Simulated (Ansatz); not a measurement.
Coupled-cluster run, CH6OSSi (`CS[SiH2]O`).

```yaml
crystal:
  periodic: [false, false, false]
  atoms:
    - {symbol: C, position_ang: [-1.337787, 0.239691, -1.025440]}
    - {symbol: S, position_ang: [-0.766757, -1.193047, -0.062156]}
    - {symbol: Si, position_ang: [0.745344, -0.265425, 1.096705]}
    - {symbol: O, position_ang: [1.995865, 0.321789, 0.201153]}
    - {symbol: H, position_ang: [-0.527283, 0.659985, -1.619197]}
    - {symbol: H, position_ang: [-1.753316, 1.004902, -0.370050]}
    - {symbol: H, position_ang: [-2.119817, -0.118827, -1.693827]}
    - {symbol: H, position_ang: [1.175007, -1.325645, 2.044031]}
    - {symbol: H, position_ang: [0.218718, 0.929464, 1.795495]}
    - {symbol: H, position_ang: [2.453026, -0.303987, -0.363814]}
basis:
  gaussian: {orbitals: def2-TZVPP}
correlation: {method: ccsd_t}
output: {orbitals: {seedname: orbitals}}
```

```sh
$ ansatz run in.yaml --threads 2 --pin off --events-out ev --progress --plain --max-ram 4352MiB
```

Output of Ansatz, abridged:

```
Functional definition: HF
1333 factors; integrals over basis functions are off by at most 7.2e-4 eV
mean field evaluation 1: about -21842.7905 eV, gradient 3.9e1 eV
mean field evaluation 2: about -21843.0589 eV, gradient 3.9e1 eV
mean field evaluation 4: about -21846.2911 eV, gradient 3.7e0 eV
mean field evaluation 8: about -21846.3503 eV, gradient 2.4e-1 eV
mean field -21846.35062995 eV, -802.8385776625 hartree, gradient 3.4e-6 eV, S^2 0.000000; 0 other end points of the search recorded, 0 dependent functions left out
12 core orbitals not correlated: weight in the atoms' cores, before any rotation towards them, 1.000 or more for the frozen orbitals, at most 0.000 for the correlated occupied ones
reference -21846.35062995 eV, -802.8385776625 hartree; 13, 13 occupied and 205, 205 virtual orbitals, 1333 factors
second order -19.61116233 eV of doubles, -0.00000000 eV of singles
cycle   1  -20.24922109 eV  change   -6.4e-1 eV  update   9.4e-2
cycle   2  -20.74705039 eV  change   -5.0e-1 eV  update   2.7e-2
cycle   3  -20.84224365 eV  change   -9.5e-2 eV  update   1.3e-2
cycle   4  -20.83450895 eV  change    7.7e-3 eV  update   2.9e-3
cycle   5  -20.83373463 eV  change    7.7e-4 eV  update   1.3e-3
cycle   6  -20.83396089 eV  change   -2.3e-4 eV  update   3.9e-4
cycle   7  -20.83375064 eV  change    2.1e-4 eV  update   1.5e-4
cycle   8  -20.83373080 eV  change    2.0e-5 eV  update   5.1e-5
cycle   9  -20.83374516 eV  change   -1.4e-5 eV  update   1.9e-5
perturbative correction -0.81750918 eV, -0.0300429084 hartree
Total energy: -21868.00188430 eV, -803.6342465839 hartree
```

Run time 2.2 min (2 threads of an Arm Neoverse V1 on a shared host); peak host memory 3.8 GiB.

The correlation energy is -21.651 eV, 3.8 % of it from (T); the T1 diagnostic reads 0.0110.
